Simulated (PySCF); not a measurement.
Compound: C4H11NOSi3.
Numbering: `[SiH3:1][NH:2][Si@@H:3]1[CH:4]=[CH:5][C:6]([O:7][SiH3:8])=[CH:9]1`

NICS is the negative of the GIAO shielding at a point without a nucleus: at the ring centre (0) and 1 Å above and below it (1); zz is the component along the ring normal. Level: GIAO PBE0/pcSseg-1 (PySCF, non-relativistic, gas phase) on the GFN2-xTB geometry, one conformer.

Ring bond lengths (Å), with Mayer bond orders in brackets: Si3–C4 1.893 (0.82), C4–C5 1.334 (1.86), C5–C6 1.465 (1.05), C6–C9 1.340 (1.79), C9–Si3 1.873 (0.88).

Question: Give the NICS values of each ring in ppm.

Answer: 
```json
{"ring": "Si3–C4–C5–C6–C9", "type": "5-membered ring with Si; formal bonds 2 double, 3 single", "NICS(0)": "0.7", "NICS(1), two faces": "-0.8 / -1.3", "NICS(1)zz, two faces": "4.7 / 4.1", "rms pucker (Å)": "0.02", "centre to ring atoms, mean (Å)": "1.34"}
```

Question: What can be read from them?

Answer: 
- Si3–C4–C5–C6–C9: mean NICS(1)zz 4.4 ppm, deshielded. Si3 has four or more neighbours, so the value isn't read as a sign of a π ring current.

Question: What are the shieldings of the ring atoms and their hydrogens in the same run (means over atoms taken as equivalent)?

Answer: 
```csv
atoms,environment,σ isotropic (ppm),"principal values of the symmetric part, first atom (ppm)"
Si3,SiH silicon,366.4,"321.7, 375.3, 402.3"
C4,alkene CH carbon,44.4,"-72.5, 33.2, 172.5"
C5,alkene CH carbon,32.8,"-84.6, 52.5, 130.6"
C6,vinylic carbon bearing oxygen,10.3,"-104.5, 49.5, 85.8"
C9,alkene CH carbon,94.0,"13.2, 97.6, 171.1"
H on Si3,Si–H hydrogen,26.50,"23.1, 25.0, 31.4"
H on C4,vinylic hydrogen,25.33,"22.8, 26.0, 27.2"
H on C5,vinylic hydrogen,24.91,"23.0, 23.7, 28.1"
H on C9,vinylic hydrogen,27.52,"25.0, 27.7, 29.9"
```

Shape of the structure used: `[SiH3:1][NH:2][Si@@H:3]1[CH:4]=[CH:5][C:6]([O:7][SiH3:8])=[CH:9]1`: Si1–N2–Si3–C4 -87°, C5–C6–O7–Si8 180°.
